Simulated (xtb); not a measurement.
C₃H₉B, charge -1, doublet, geometry from GFN2-xTB (a state made from the parent by changing its charge; the spin is typed, not shown lowest), atoms displaced at random by about 0.05 Å a coordinate; xtb with GFN1-xTB.

The xtb input:
```
$ xtb mol.xyz --gfn 1 --chrg -1 --uhf 1 --opt --json

# file mol.xyz
13

B      0.06021917     0.35404077     0.17091073
C      1.59999499    -0.20676496    -0.40918437
H      1.33902935    -1.04835797    -0.98554716
H      2.38847439    -0.39327167     0.39224574
H      1.93576461     0.58974576    -1.06567960
C     -0.52965317    -0.67336868     1.27476575
H     -0.76587843    -1.67257745     0.98492399
H     -1.41849495    -0.32669391     1.75397378
H      0.15572951    -0.88052801     2.22457423
C     -0.98958998     0.79633063    -0.97856529
H     -1.87874927     1.17434811    -0.55739976
H     -1.33724183    -0.08923880    -1.65729307
H     -0.55762446     1.52974696    -1.70276992
```

Q: Write the output that xtb gives for this input, abridged.

A: 
```
   ID    Z sym.   atoms
    1    5 B      1
    2    6 C      2, 6, 10
    3    1 H      3-5, 7-9, 11-13

           -------------------------------------------------
          |                Calculation Setup                |
           -------------------------------------------------

           -------------------------------------------------
          |                 G F N 1 - x T B                 |
           -------------------------------------------------

          ...................................................
          :                      SETUP                      :
          :.................................................:
          :  # basis functions                  34          :
          :  # atomic orbitals                  34          :
          :  # shells                           26          :
          :  # electrons                        25          :
          :  # halogen bonds                     0          :
          :  max. iterations                   250          :
          :  Hamiltonian                  GFN1-xTB          :
          :  restarted?                      false          :
          :  GBSA solvation                  false          :
          :  PC potential                    false          :
          :  electronic temp.          300.0000000     K    :
          :  accuracy                    1.0000000          :
          :  -> integral cutoff          0.2500000E+02      :
          :  -> integral neglect         0.1000000E-07      :
          :  -> SCF convergence          0.1000000E-05 Eh   :
          :  -> wf. convergence          0.2000000E-04 e    :
          :  Broyden damping             0.4000000          :
          :  net charge                         -1          :
          :  unpaired electrons                  1          :
          ...................................................

 iter      E             dE          RMSdq      gap      omega  full diag
   1    -12.9059399 -0.129059E+02  0.823E+00    2.70       0.0  T
   2    -12.9156948 -0.975491E-02  0.501E+00    3.01       1.0  T
   3    -12.9163013 -0.606475E-03  0.499E-01    3.22       1.0  T
   4    -12.9170759 -0.774568E-03  0.863E-02    3.07       1.0  T
   5    -12.9171129 -0.370563E-04  0.244E-02    3.11       1.1  T
   6    -12.9171141 -0.112011E-05  0.592E-03    3.10       4.7  T
   7    -12.9171141 -0.622651E-07  0.457E-04    3.10      60.7  T
[...]
         :: total energy             -12.750792998466 Eh    ::
 * total energy  :   -12.7507930 Eh     change       -0.5151435E-13 Eh
 * total energy  :   -12.7688169 Eh     change       -0.1802391E-01 Eh
 * total energy  :   -12.7711782 Eh     change       -0.2361331E-02 Eh
 * total energy  :   -12.7716718 Eh     change       -0.4935447E-03 Eh
 * total energy  :   -12.7716998 Eh     change       -0.2797615E-04 Eh
 * total energy  :   -12.7717070 Eh     change       -0.7210242E-05 Eh
 * total energy  :   -12.7717087 Eh     change       -0.1738328E-05 Eh
   *** GEOMETRY OPTIMIZATION CONVERGED AFTER 7 ITERATIONS ***
         :: total energy             -12.771708705402 Eh    ::
[...]

  Mulliken/CM5 charges         n(s)   n(p)   n(d)
     1B    -0.26663 -0.47912   1.095  2.172  0.000
     2C    -0.13134 -0.22243   1.018  3.114  0.000
     3H    -0.02995  0.02312   1.030  0.000  0.000
     4H    -0.04131  0.01313   1.041  0.000  0.000
     5H    -0.04182  0.01264   1.042  0.000  0.000
     6C    -0.13163 -0.22285   1.018  3.114  0.000
     7H    -0.02983  0.02328   1.030  0.000  0.000
     8H    -0.04092  0.01357   1.041  0.000  0.000
     9H    -0.04213  0.01228   1.042  0.000  0.000
    10C    -0.13149 -0.22264   1.018  3.114  0.000
    11H    -0.04158  0.01287   1.042  0.000  0.000
    12H    -0.02987  0.02321   1.030  0.000  0.000
    13H    -0.04150  0.01293   1.042  0.000  0.000

Wiberg/Mayer (AO) data.
largest (>0.10) Wiberg bond orders for each atom

 ---------------------------------------------------------------------------
     #   Z sym  total        # sym  WBO       # sym  WBO       # sym  WBO
 ---------------------------------------------------------------------------
     1   5 B    3.032 --     2 C    0.953    10 C    0.953     6 C    0.953
     2   6 C    3.935 --     4 H    0.987     5 H    0.987     3 H    0.972
                             1 B    0.953
     3   1 H    1.007 --     2 C    0.972
     4   1 H    1.028 --     2 C    0.987
     5   1 H    1.029 --     2 C    0.987
     6   6 C    3.935 --     8 H    0.987     9 H    0.987     7 H    0.972
                             1 B    0.953
     7   1 H    1.007 --     6 C    0.972
     8   1 H    1.028 --     6 C    0.987
     9   1 H    1.030 --     6 C    0.987
    10   6 C    3.935 --    13 H    0.987    11 H    0.987    12 H    0.972
                             1 B    0.953
    11   1 H    1.029 --    10 C    0.987
    12   1 H    1.007 --    10 C    0.972
    13   1 H    1.029 --    10 C    0.987
 ---------------------------------------------------------------------------

Topologies differ in total number of bonds
Writing topology from bond orders to xtbtopo.mol

 dipole moment from electron density (au)
     X       Y       Z
  -0.1534  -0.5020  -0.2817  total (Debye):    1.514

optimized geometry written to: xtbopt.xyz

           -------------------------------------------------
          | TOTAL ENERGY              -12.771708705402 Eh   |
          | GRADIENT NORM               0.000609877663 Eh/α |
          | HOMO-LUMO GAP               3.380166155709 eV   |
           -------------------------------------------------
```
